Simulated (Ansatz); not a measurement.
```yaml
crystal:
  periodic: [true, true, true]
  atoms:
    - {symbol: C, position_ang: [-1.458353, 0.763288, 1.352323]}
    - {symbol: O, position_ang: [-0.544066, 1.242139, 0.390507]}
    - {symbol: Si, position_ang: [1.019759, 0.752975, 0.322092]}
    - {symbol: S, position_ang: [1.233627, -1.331128, -0.005787]}
    - {symbol: C, position_ang: [0.502588, -1.445439, -1.666706]}
    - {symbol: H, position_ang: [-1.550720, -0.326977, 1.306581]}
    - {symbol: H, position_ang: [-1.152305, 1.044275, 2.366343]}
    - {symbol: H, position_ang: [-2.432348, 1.209717, 1.146496]}
    - {symbol: H, position_ang: [1.594771, 1.527685, -0.801510]}
    - {symbol: H, position_ang: [1.726423, 0.994330, 1.607778]}
    - {symbol: H, position_ang: [0.556310, -2.491527, -1.965809]}
    - {symbol: H, position_ang: [1.064961, -0.842865, -2.379678]}
    - {symbol: H, position_ang: [-0.540147, -1.131174, -1.657830]}
basis:
  gaussian: {orbitals: def2-SVP}
magnetization: {spin_polarized: true, initial_magnetization: 0}
hamiltonian: {xc: {name: B2PLYP}}
scf: {lower_state_search: full}
output: {forces: true}
```

```sh
$ ansatz run in.yaml --threads 2 --pin off --events-out ev --progress --plain --max-ram 32768MiB --backend cpu
```

How does Ansatz answer? (Best estimate.)

Computed: The input was rejected before any iteration.
```
Error: YAML parse error: error: line 2 column 3: crystal: missing field `lattice` (a structure is typed as `lattice` and `atoms`, a molecule's as `atoms` in Å alone, or read from a run's directory, `checkpoint`)
 --> <input>:2:3
1 | crystal:
2 |   periodic: [true, true, true]
3 |   atoms:
4 |     - {symbol: C, position_ang: [-1.458353, 0.763288, 1.352323]}
```
